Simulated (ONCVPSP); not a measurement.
**Before and after: ONCV potential for W (Z = 74)**

- Element: W
- Generator: ONCVPSP 4.0.1
- Type: optimised norm-conserving Vanderbilt (ONCV)
- Functional: PBE
- Relativity: scalar-relativistic
- Frozen core: [Kr] 4d10 4f14
- Valence charge: 14
- Reference configuration: 5s2 5p6 5d4.5 6s1.5
- Partial waves: 5s+6s: rc 1.45 bohr, ncon 4, nbas 9, qcut 7.5 1/bohr, 2 projectors; 5p: rc 1.60 bohr, ncon 4, nbas 9, qcut 10.3 1/bohr, 2 projectors, debl 1.2 Ha; 5d: rc 2.40 bohr, ncon 3, nbas 7, qcut 6.7 1/bohr, 2 projectors, debl 3.8 Ha; f scattering state at 0.03 Ha: rc 2.15 bohr, ncon 4, nbas 7, qcut 5.3 1/bohr, 2 projectors, debl 0.5 Ha
- Local potential: polynomial inside 1.15 bohr (lpopt 5, dvloc0 6 Ha)
- Core correction: Teter function, fcfact 3.25, rcfact 1.3

In the p channel the program set the typed energies aside and used -1.553, 0.250 Ha.

Change: s: qcut 6.6; p: qcut 9; d: qcut 5.9; f: qcut 4.7.

Cutoffs: the cutoffs (Ha) at which the residual kinetic energy of the hardest occupied pseudo-wave falls to 1 and 0.1 mHa per electron; they do not see the model core or the augmentation charge, which bear on the density cutoff. Errors are all-electron minus pseudo energies relative to the spin-unpolarised reference configuration.

Question: What does the change do?

Answer: The potential gets neither clearly harder nor softer (31 Ha and 37 Ha → 26 Ha and 73 Ha); both files keep a bound ghost (f); of the 4 tests that both files solve, the error grows in 4 and shrinks in 0 by more than 15 % and 0.3 meV (median size 1.3 → 2.2 meV).

| quantity | base | changed |
| --- | --- | --- |
| cutoff, loose | 31 Ha | 26 Ha |
| cutoff, tight | 37 Ha | 73 Ha |
| loose cutoff by channel | s 23 Ha, p 31 Ha, d 13 Ha | s 20 Ha, p 26 Ha, d 12 Ha |
| bound ghosts | f | f |
| GHOST(+) flags under 300 eV | s at 282.5 eV | s at 227.4 eV |
| error for 5s2 5p6 5d4 6s2, meV [ΔE -0.70 eV] | +2.0 | +2.5 |
| error for 5s2 5p6 5d4 6s1, meV [ΔE 8.19 eV] | -0.6 | -0.9 |
| error for 5s2 5p6 5d4 6s0, meV [ΔE 23.87 eV] | +0.3 | -1.9 |
| error for 5s2 5p6 5d3 6s2 6p1, meV [ΔE 3.32 eV] | +5.7 | +13 |
| s: phases at 1.47 bohr within 0.05 rad from the reference energy up to (Ha; the scan ends near 5) | to the end of the scan | to the end of the scan |
| p: phases at 1.62 bohr within 0.05 rad from the reference energy up to (Ha; the scan ends near 5) | to the end of the scan | to the end of the scan |
| d: phases at 2.44 bohr within 0.05 rad from the reference energy up to (Ha; the scan ends near 5) | to the end of the scan | to the end of the scan |
| f: phases at 2.19 bohr within 0.05 rad from the reference energy up to (Ha; the scan ends near 5) | 2.5 | 2.9 |
| rms error of d²Exc/dni dnj with the model core, mHa | 1.64 | 1.47 |

 A true bound ghost makes a file unfit for plane-wave use even where its test errors are small: the radial tests pick states by their node count and pass the ghost by.
